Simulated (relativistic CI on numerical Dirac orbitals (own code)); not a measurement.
# Ti2+: M2,3 absorption edge

Computed with this model: Dirac-Coulomb-Breit CI, KLI orbitals optimised for each configuration, a model potential for QED, valence Slater integrals scaled by 0.9, multiplet model of core-to-valence dipole absorption; configurations [Ar] 3d2 → [Ne] 3s2 3p5 3d3; 300 K; Lorentzian 1.2 eV and Gaussian 0.3 eV FWHM. Energies are those of the free ion, without screening or charge transfer. The branching ratio is the share of the lower-energy edge in the whole absorption, uncertain by about 0.02 where the edges overlap. S is read from ⟨S²⟩ = S(S + 1).

Field parameters in Wybourne normalisation: D3d B²₀ = −7Dσ, B⁴₀ = −14Dq − 21Dτ, B⁴₃ = −14√(10/7) Dq; D4h B²₀ = −7Ds, B⁴₀ = 21(Dq − Dt), B⁴₄ = 21√(5/14) Dq; Oh B⁴₀ = 21Dq, B⁴₄ = √(5/14) B⁴₀; Td as Oh with Dq negative (B⁴₀ = 21Dq, B⁴₄ = √(5/14) B⁴₀). The field is a parameter set, without covalency.

free ion: ground-state S = 1.00, centroid 45.39 eV. Peaks (eV, height): 38.0 (12), 41.5 (62), 46.5 (100), 49.2 (66).

Td, 10Dq = -6500 cm⁻¹: ground-state S = 1.00, centroid 45.54 eV. Peaks (eV, height): 39.0 (12), 42.2 (64), 47.5 (100), 50.2 (34).

D4h, 10Dq = 11700, Ds = -1200, Dt = -80 cm⁻¹: ground-state S = 1.00, centroid 45.56 eV. Peaks (eV, height): 39.5 (13), 42.5 (70), 47.5 (100), 50.5 (37).

Oh, 10Dq = 10200 cm⁻¹: ground-state S = 1.00, centroid 45.52 eV. Peaks (eV, height): 39.2 (11), 42.2 (66), 47.2 (100), 50.2 (40).

Td, 10Dq = -5950 cm⁻¹: ground-state S = 1.00, centroid 45.53 eV. Peaks (eV, height): 39.0 (12), 42.2 (65), 47.5 (100), 50.2 (38).

D3d, 10Dq = 17500, Dσ = -1070, Dτ = 150 cm⁻¹: ground-state S = 1.00, centroid 45.64 eV. Peaks (eV, height): 37.2 (9), 38.2 (9), 43.0 (78), 47.8 (100), 51.2 (31).

Strongest unbroadened transitions for D3d, 10Dq = 17500, Dσ = -1070, Dτ = 150 cm⁻¹:

```csv
Energy (eV),Relative strength
42.56,35.7
42.62,23.7
43.01,57.4
43.08,47.7
43.11,30.8
43.52,19.5
44.27,20.6
46.43,42.8
46.50,22.0
47.29,24.6
47.35,33.8
47.83,30.2
47.86,59.6
47.96,47.2
47.97,100.0
48.83,26.2
51.17,33.7
51.70,35.9
```
